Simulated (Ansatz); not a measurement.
Ansatz (a first-principles code) input (PBE/def2-TZVP):

Ansatz 0.2 input:
```yaml
crystal:
  periodic: [false, false, false]
  atoms:
    - {symbol: O, position_ang: [-0.17162219, -0.51820555, 1.99820384]}
    - {symbol: Te, position_ang: [0.02773571, 0.31709196, 0.09901208]}
    - {symbol: C, position_ang: [1.48583310, -1.18877620, -0.22708799]}
    - {symbol: C, position_ang: [-1.66466020, -0.85568664, -0.41129627]}
    - {symbol: O, position_ang: [0.18598298, 0.68238708, -1.94693810]}
    - {symbol: H, position_ang: [-0.13822629, 0.16982413, 2.67114829]}
    - {symbol: H, position_ang: [1.41856987, -1.47341418, -1.27294542]}
    - {symbol: H, position_ang: [2.46539823, -0.76926384, -0.01062910]}
    - {symbol: H, position_ang: [1.26160307, -2.00040091, 0.45873059]}
    - {symbol: H, position_ang: [-2.55355759, -0.23862890, -0.30408577]}
    - {symbol: H, position_ang: [-1.53811148, -1.16081560, -1.44582159]}
    - {symbol: H, position_ang: [-1.69507828, -1.68780233, 0.28585443]}
    - {symbol: H, position_ang: [0.29522165, 1.62504468, -2.11069985]}
basis:
  gaussian:
    orbitals: def2-TZVP
hamiltonian:
  xc: {name: PBE}
relax: {f_tol: 0.003, max_steps: 100}
```

Output:

```
Functional definition: PBE
integrals: 0.16 GiB planned
1400 factors; their error is unknown
0.28 GiB of the device are held for the grids
1.18 GiB of device memory are held for the factors and their scratch space
mean field: 1.00 GiB planned
mean field evaluation 1: about -13556.6959 eV, gradient 1.2e2 eV
mean field evaluation 2: about -13365.6154 eV, gradient 2.8e2 eV
mean field evaluation 4: about -13584.6737 eV, gradient 3.1e1 eV
mean field evaluation 8: about -13586.7533 eV, gradient 3.2e-1 eV
mean field evaluation 16: about -13586.6105 eV, gradient 2.2e-2 eV
mean field -13586.61047209 eV, -499.2987255140 hartree, gradient 8.6e-6 eV, S^2 0.000000; 0 other end points of the search recorded, 0 dependent functions left out
the calculation of the forces begins
reference -13586.61051651 eV, -499.2987271462 hartree; 30, 30 occupied and 192, 192 virtual orbitals, 1400 factors
relax step   1: F+E_penalty+E_count = -13586.61047209 eV  Δ(F+E_penalty+E_count) = +0.000e0 eV  max|allowed force component| = 4.732e-1 eV/Å  Δτ_max = 0.0000 Å  (36 SCF iters, accepted)
these checks for a lower state are left out or cut short: starts, cluster_reference, orbital_swaps, neighbouring_geometries, increment
integrals: 0.16 GiB planned
1400 factors; their error is unknown
0.28 GiB of the device are held for the grids
1.18 GiB of device memory are held for the factors and their scratch space
mean field: 1.00 GiB planned
mean field evaluation 32: about -13586.6276 eV, gradient 2.3e-5 eV
mean field -13586.62761892 eV, -499.2993556484 hartree, gradient 2.3e-5 eV, S^2 0.000000; 0 other end points of the search recorded, 0 dependent functions left out
the calculation of the forces begins
reference -13586.62766341 eV, -499.2993572832 hartree; 30, 30 occupied and 192, 192 virtual orbitals, 1400 factors
relax step   2: F+E_penalty+E_count = -13586.62761892 eV  Δ(F+E_penalty+E_count) = -1.715e-2 eV  max|allowed force component| = 1.210e-1 eV/Å  Δτ_max = 0.0196 Å  (34 SCF iters, accepted)
these checks for a lower state are left out or cut short: starts, cluster_reference, orbital_swaps, neighbouring_geometries, increment
integrals: 0.16 GiB planned
1400 factors; their error is unknown
0.28 GiB of the device are held for the grids
1.18 GiB of device memory are held for the factors and their scratch space
mean field: 0.99 GiB planned
mean field -13586.62744517 eV, -499.2993492631 hartree, gradient 1.5e-5 eV, S^2 0.000000; 0 other end points of the search recorded, 0 dependent functions left out
the calculation of the forces begins
reference -13586.62748966 eV, -499.2993508982 hartree; 30, 30 occupied and 192, 192 virtual orbitals, 1400 factors
relax step   3: F+E_penalty+E_count = -13586.62744517 eV  Δ(F+E_penalty+E_count) = +1.738e-4 eV  max|allowed force component| = 1.238e-1 eV/Å  Δτ_max = 0.0208 Å  (34 SCF iters, rejected (line search))
these checks for a lower state are left out or cut short: starts, cluster_reference, orbital_swaps, neighbouring_geometries, increment
integrals: 0.16 GiB planned
1400 factors; their error is unknown
0.28 GiB of the device are held for the grids
1.18 GiB of device memory are held for the factors and their scratch space
mean field: 0.99 GiB planned
mean field -13586.62916343 eV, -499.2994124080 hartree, gradient 1.5e-5 eV, S^2 0.000000; 0 other end points of the search recorded, 0 dependent functions left out
the calculation of the forces begins
reference -13586.62920792 eV, -499.2994140429 hartree; 30, 30 occupied and 192, 192 virtual orbitals, 1400 factors
relax step   4: F+E_penalty+E_count = -13586.62916343 eV  Δ(F+E_penalty+E_count) = -1.545e-3 eV  max|allowed force component| = 1.050e-2 eV/Å  Δτ_max = 0.0102 Å  (35 SCF iters, accepted)
these checks for a lower state are left out or cut short: starts, cluster_reference, orbital_swaps, neighbouring_geometries, increment
integrals: 0.16 GiB planned
1400 factors; their error is unknown
0.28 GiB of the device are held for the grids
1.18 GiB of device memory are held for the factors and their scratch space
mean field: 1.00 GiB planned
mean field -13586.62918979 eV, -499.2994133766 hartree, gradient 1.6e-5 eV, S^2 0.000000; 0 other end points of the search recorded, 0 dependent functions left out
the calculation of the forces begins
reference -13586.62923428 eV, -499.2994150116 hartree; 30, 30 occupied and 192, 192 virtual orbitals, 1400 factors
relax step   5: F+E_penalty+E_count = -13586.62918979 eV  Δ(F+E_penalty+E_count) = -2.636e-5 eV  max|allowed force component| = 4.530e-3 eV/Å  Δτ_max = 0.0023 Å  (36 SCF iters, accepted)
these checks for a lower state are left out or cut short: starts, cluster_reference, orbital_swaps, neighbouring_geometries, increment
integrals: 0.16 GiB planned
1400 factors; their error is unknown
0.28 GiB of the device are held for the grids
1.18 GiB of device memory are held for the factors and their scratch space
mean field: 0.99 GiB planned
mean field evaluation 64: about -13586.6292 eV, gradient 2.3e-5 eV
mean field -13586.62919425 eV, -499.2994135406 hartree, gradient 2.3e-5 eV, S^2 0.000000; 0 other end points of the search recorded, 0 dependent functions left out
the calculation of the forces begins
reference -13586.62923874 eV, -499.2994151755 hartree; 30, 30 occupied and 192, 192 virtual orbitals, 1400 factors
relax step   6: F+E_penalty+E_count = -13586.62919425 eV  Δ(F+E_penalty+E_count) = -4.462e-6 eV  max|allowed force component| = 9.753e-4 eV/Å  Δτ_max = 0.0014 Å  (36 SCF iters, accepted)
integrals: 0.16 GiB planned
1400 factors; their error is unknown
0.28 GiB of the device are held for the grids
1.18 GiB of device memory are held for the factors and their scratch space
mean field: 0.99 GiB planned
mean field -13586.62919425 eV, -499.2994135406 hartree, gradient 2.3e-5 eV, S^2 0.000000; 1 other end points of the search recorded, 0 dependent functions left out
the calculation of the forces begins
reference -13586.62923874 eV, -499.2994151755 hartree; 30, 30 occupied and 192, 192 virtual orbitals, 1400 factors
Total energy: -13586.62923874 eV, -499.2994151755 hartree
Atom 0 at    -0.172944    -0.521088     2.015591 Å, force    -0.000002     0.000341     0.000653 eV/Å
Atom 1 at     0.027523     0.314664     0.098254 Å, force     0.000017     0.000195     0.000061 eV/Å
Atom 2 at     1.489774    -1.197028    -0.229242 Å, force    -0.000975    -0.000169    -0.000140 eV/Å
Atom 3 at    -1.669959    -0.862961    -0.413990 Å, force     0.000928    -0.000370    -0.000029 eV/Å
Atom 4 at     0.187689     0.689670    -1.962951 Å, force     0.000088     0.000645    -0.000345 eV/Å
Atom 5 at    -0.134410     0.202312     2.664617 Å, force     0.000009    -0.000313    -0.000726 eV/Å
Atom 6 at     1.424264    -1.482565    -1.284160 Å, force    -0.000002     0.000024     0.000495 eV/Å
Atom 7 at     2.474623    -0.769310    -0.009807 Å, force    -0.000700    -0.000084    -0.000089 eV/Å
Atom 8 at     1.265824    -2.014498     0.463769 Å, force     0.000078     0.000294    -0.000392 eV/Å
Atom 9 at    -2.562622    -0.236742    -0.304333 Å, force     0.000673    -0.000229    -0.000009 eV/Å
Atom 10 at    -1.544257    -1.168715    -1.457729 Å, force    -0.000050     0.000029     0.000493 eV/Å
Atom 11 at    -1.702697    -1.700648     0.290201 Å, force     0.000030     0.000299    -0.000395 eV/Å
Atom 12 at     0.296278     1.648264    -2.086775 Å, force    -0.000095    -0.000662     0.000421 eV/Å
Dipole moment:     0.024970     0.285474     0.089139 e Å
```
